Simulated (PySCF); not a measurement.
## How methods differ on the ionisation energy of Se²⁹⁺

Se²⁹⁺ [He] 2s2 2p1 (2P) → Se³⁰⁺ [He] 2s2 (1S), as a difference of total energies. All numbers are calculated (PySCF 2.14, the non-relativistic Hamiltonian (point nucleus), in an even-tempered Gaussian basis (17 s from 8.1 bohr⁻², ratio 2.2; 10 p from 11 bohr⁻², ratio 2.2; 6 d from 43 bohr⁻², ratio 2.4; 5 f from 64 bohr⁻², ratio 2.4; 4 g from 97 bohr⁻², ratio 2.4)). Correlated levels: nothing frozen; virtual orbitals above 40 to 60 times the deepest correlated orbital energy dropped. The calculations carry no spin-orbit coupling.

```json
{"method": "UHF", "ionisation energy (eV)": "3250.6"}
{"method": "LDA", "ionisation energy (eV)": "3247.4"}
{"method": "PBE", "ionisation energy (eV)": "3251.6"}
{"method": "PBE0", "ionisation energy (eV)": "3251.6"}
{"method": "r2SCAN", "ionisation energy (eV)": "3252.9"}
{"method": "PW91", "ionisation energy (eV)": "3252.6"}
{"method": "TPSSh", "ionisation energy (eV)": "3252.8"}
{"method": "MP2 (all electrons)", "ionisation energy (eV)": "3249.5"}
{"method": "SCS-MP2 (all electrons)", "ionisation energy (eV)": "3249.1"}
```

A first-order spin-orbit estimate (lowest level to lowest level, LS coupling) adds 29.439 eV.

The gap to the reference is mostly relativistic.

For comparison: 3301.8 ± 2.1 eV (semi-empirical (NIST evaluation); NIST Atomic Spectra Database, ionization energies).
